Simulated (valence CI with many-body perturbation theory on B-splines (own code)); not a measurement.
**E1 line list for Ba⁵¹⁺**

Method: configuration interaction combined with many-body perturbation theory (CI+MBPT): three valence electrons over a frozen Dirac-Fock core [He], radial functions for each j: 11 s, 11 p, 10 d, 8 f, 5 g, 2 h, with the one-electron correlation potential Σ1 (screened to all orders), the two-electron term Σ2, the three-electron term Σ3, Breit, model QED; selected single and double excitations, second order for the rest, scaled by the run's own slope (own B-spline code, finite nucleus).

The last digits are not significant, and no measured levels were compared; by estimate large intervals hold to a few tenths of a per cent, small ones and those within an open d or f shell to about a per cent.

Lines 151 to 200 of 498 in falling wavelength, among levels below 8146.1 eV, chosen from the strongest by gf and those to the six lowest levels. Wavelengths and rates use the calculated energies. Electric multipoles are in the length gauge, E1 and E2 with the static RPA response of the core. Weak lines are less certain than strong ones. Lines between different terms over intervals too small for the method are left out, as are lines whose strength nearly cancels. The highest levels of a list are the least certain.

Levels are named by their leading jj configuration (3d3/2^4 stands for four electrons in 3d with j = 3/2), which in mixed levels can hold well under half, so a name can repeat and another be missing. Letters in brackets count levels of one name in rising energy.

| λ vac (nm) | Upper | Lower | A (s⁻¹) | S (a.u.) with core polarisation | S without |
| --- | --- | --- | --- | --- | --- |
| 2.035 | (2s 2p3/2 3s) J=1/2 | (2s^2 3s) J=1/2 | 9.81e+11 | 8.16e-03 | 8.18e-03 |
| 2.035 | (2p3/2^2 3d5/2) J=5/2 [b] | (2s 2p3/2 3d5/2) J=7/2 [b] | 6.40e+11 | 1.60e-02 | 1.60e-02 |
| 2.032 | (2p1/2 2p3/2 3d3/2) J=5/2 [a] | (2s 2p1/2 3d3/2) J=3/2 [a] | 2.83e+11 | 7.04e-03 | 7.05e-03 |
| 2.032 | (2p1/2 2p3/2 3p3/2) J=5/2 [b] | (2s 2p1/2 3p3/2) J=3/2 [b] | 2.91e+11 | 7.24e-03 | 7.25e-03 |
| 2.031 | (2s 2p3/2 3p1/2) J=3/2 [b] | (2s^2 3p1/2) J=1/2 | 8.97e+11 | 1.48e-02 | 1.49e-02 |
| 2.028 | (2s 2p3/2 3d5/2) J=5/2 [b] | (2s^2 3d5/2) J=5/2 | 9.01e+11 | 2.23e-02 | 2.23e-02 |
| 2.026 | (2s 2p3/2 3d3/2) J=3/2 [b] | (2s^2 3d3/2) J=3/2 | 7.90e+11 | 1.30e-02 | 1.30e-02 |
| 2.025 | (2p3/2^2 3d3/2) J=3/2 [b] | (2s 2p3/2 3d3/2) J=5/2 [b] | 4.62e+11 | 7.57e-03 | 7.58e-03 |
| 2.023 | (2s 2p3/2 3s) J=3/2 [b] | (2s^2 3s) J=1/2 | 9.10e+11 | 1.49e-02 | 1.49e-02 |
| 2.022 | (2s 2p3/2 3p3/2) J=3/2 [b] | (2s^2 3p3/2) J=3/2 | 8.69e+11 | 1.42e-02 | 1.42e-02 |
| 2.021 | (2p1/2 2p3/2 3d5/2) J=7/2 [b] | (2s 2p1/2 3d5/2) J=7/2 | 3.04e+11 | 9.92e-03 | 9.94e-03 |
| 2.020 | (2s 2p3/2 3d5/2) J=3/2 [b] | (2s^2 3d5/2) J=5/2 | 1.01e+12 | 1.64e-02 | 1.65e-02 |
| 2.016 | (2s 2p3/2 3p3/2) J=1/2 [b] | (2s^2 3p3/2) J=3/2 | 8.77e+11 | 7.10e-03 | 7.11e-03 |
| 2.013 | (2s 2p3/2 3d3/2) J=1/2 [b] | (2s^2 3d3/2) J=3/2 | 9.32e+11 | 7.51e-03 | 7.52e-03 |
| 2.011 | (2p1/2 2p3/2 3s) J=3/2 [a] | (2s 2p1/2 3s) J=1/2 [a] | 4.38e+11 | 7.03e-03 | 7.04e-03 |
| 2.011 | (2p1/2 2p3/2 3s) J=5/2 | (2s 2p1/2 3s) J=3/2 | 3.92e+11 | 9.43e-03 | 9.44e-03 |
| 2.009 | (2p3/2^2 3s) J=3/2 | (2s 2p3/2 3s) J=3/2 [a] | 6.15e+11 | 9.85e-03 | 9.86e-03 |
| 1.999 | (2p3/2^2 3d3/2) J=7/2 | (2s 2p3/2 3d3/2) J=7/2 | 5.17e+11 | 1.63e-02 | 1.63e-02 |
| 1.998 | (2p3/2^2 3p3/2) J=7/2 | (2s 2p3/2 3p3/2) J=7/2 | 5.94e+11 | 1.87e-02 | 1.87e-02 |
| 1.997 | (2p3/2^2 3p1/2) J=3/2 | (2s 2p3/2 3p1/2) J=3/2 [a] | 6.35e+11 | 9.98e-03 | 1.00e-02 |
| 1.997 | (2p3/2^2 3p1/2) J=5/2 | (2s 2p3/2 3p1/2) J=5/2 | 6.49e+11 | 1.53e-02 | 1.53e-02 |
| 1.992 | (2p3/2^2 3d5/2) J=9/2 | (2s 2p3/2 3d5/2) J=9/2 | 5.52e+11 | 2.15e-02 | 2.16e-02 |
| 1.989 | (2p1/2 2p3/2^2) J=3/2 | (2s 2p1/2 2p3/2) J=5/2 | 9.09e+10 | 1.41e-03 | 1.42e-03 |
| 1.983 | (2p3/2^2 3d3/2) J=5/2 | (2s 2p3/2 3d3/2) J=5/2 [a] | 3.76e+11 | 8.68e-03 | 8.69e-03 |
| 1.981 | (2s 2p1/2 2p3/2) J=1/2 | (2s^2 2p1/2) J=1/2 | 1.14e+12 | 8.74e-03 | 8.76e-03 |
| 1.981 | (2s 2p1/2 2p3/2) J=3/2 [b] | (2s^2 2p1/2) J=1/2 | 9.27e+11 | 1.42e-02 | 1.42e-02 |
| 1.980 | (2p3/2^2 3d5/2) J=5/2 [a] | (2s 2p3/2 3d5/2) J=7/2 [a] | 3.23e+11 | 7.42e-03 | 7.44e-03 |
| 1.975 | (2p3/2^2 3s) J=5/2 | (2s 2p3/2 3s) J=5/2 | 6.34e+11 | 1.45e-02 | 1.45e-02 |
| 1.964 | (2p1/2 2p3/2^2) J=1/2 | (2s 2p1/2 2p3/2) J=3/2 [b] | 1.17e+12 | 8.77e-03 | 8.78e-03 |
| 1.963 | (2p1/2 2p3/2^2) J=1/2 | (2s 2p1/2 2p3/2) J=1/2 | 4.93e+11 | 3.68e-03 | 3.69e-03 |
| 1.949 | (2s 2p3/2^2) J=1/2 | (2s^2 2p3/2) J=3/2 | 9.35e+11 | 6.84e-03 | 6.85e-03 |
| 1.946 | (2s 2p3/2^2) J=3/2 | (2s^2 2p3/2) J=3/2 | 1.60e+12 | 2.34e-02 | 2.34e-02 |
| 1.946 | (2p1/2^2 2p3/2) J=3/2 | (2s 2p1/2^2) J=1/2 | 6.79e+11 | 9.87e-03 | 9.89e-03 |
| 1.927 | (2p1/2 2p3/2^2) J=5/2 | (2s 2p1/2 2p3/2) J=5/2 | 6.74e+11 | 1.43e-02 | 1.43e-02 |
| 1.890 | (2p1/2 2p3/2^2) J=3/2 | (2s 2p1/2 2p3/2) J=3/2 [a] | 7.64e+11 | 1.02e-02 | 1.02e-02 |
| 0.6990 | (2p1/2^2 4s) J=1/2 | (2p1/2^2 3p3/2) J=3/2 | 1.47e+13 | 4.95e-03 | 4.95e-03 |
| 0.6978 | (2s 2p3/2 4s) J=5/2 | (2s 2p3/2 3p3/2) J=5/2 [a] | 2.92e+12 | 2.94e-03 | 2.94e-03 |
| 0.6976 | (2s 2p1/2 4s) J=3/2 | (2s 2p1/2 3p3/2) J=5/2 | 1.11e+13 | 7.45e-03 | 7.45e-03 |
| 0.6976 | (2s 2p1/2 4p3/2) J=5/2 | (2s 2p1/2 3d5/2) J=7/2 | 2.70e+12 | 2.72e-03 | 2.71e-03 |
| 0.6975 | (2s 2p1/2 4s) J=1/2 [a] | (2s 2p1/2 3p3/2) J=3/2 [a] | 1.47e+13 | 4.92e-03 | 4.92e-03 |
| 0.6972 | (2s^2 4s) J=1/2 | (2s^2 3p3/2) J=3/2 | 1.36e+13 | 4.55e-03 | 4.54e-03 |
| 0.6967 | (2s 2p1/2 4s) J=1/2 [b] | (2s 2p1/2 3p3/2) J=3/2 [b] | 8.55e+12 | 2.86e-03 | 2.85e-03 |
| 0.6953 | (2s 2p3/2 4s) J=3/2 | (2s 2p3/2 3p3/2) J=5/2 [a] | 3.49e+12 | 2.31e-03 | 2.31e-03 |
| 0.6927 | (2s 2p3/2 4s) J=5/2 | (2s 2p3/2 3p3/2) J=7/2 | 9.65e+12 | 9.50e-03 | 9.49e-03 |
| 0.6924 | (2s 2p1/2 4f7/2) J=7/2 [a] | (2s 2p1/2 3d5/2) J=5/2 [b] | 5.76e+12 | 7.55e-03 | 7.55e-03 |
| 0.6904 | (2s 2p3/2 4s) J=3/2 | (2s 2p3/2 3p3/2) J=3/2 [a] | 4.24e+12 | 2.75e-03 | 2.75e-03 |
| 0.6861 | (2s 2p1/2 4f5/2) J=7/2 | (2s 2p1/2 3d5/2) J=5/2 [b] | 3.90e+12 | 4.97e-03 | 4.97e-03 |
| 0.6858 | (2s 2p1/2 4f5/2) J=5/2 [b] | (2s 2p1/2 3d5/2) J=3/2 | 3.32e+12 | 3.17e-03 | 3.17e-03 |
| 0.6858 | (2s 2p1/2 4f5/2) J=5/2 [b] | (2s 2p1/2 3d5/2) J=5/2 [b] | 2.91e+12 | 2.78e-03 | 2.78e-03 |
| 0.6857 | (2p1/2^2 4f5/2) J=5/2 | (2p1/2^2 3d5/2) J=5/2 | 6.68e+12 | 6.38e-03 | 6.38e-03 |
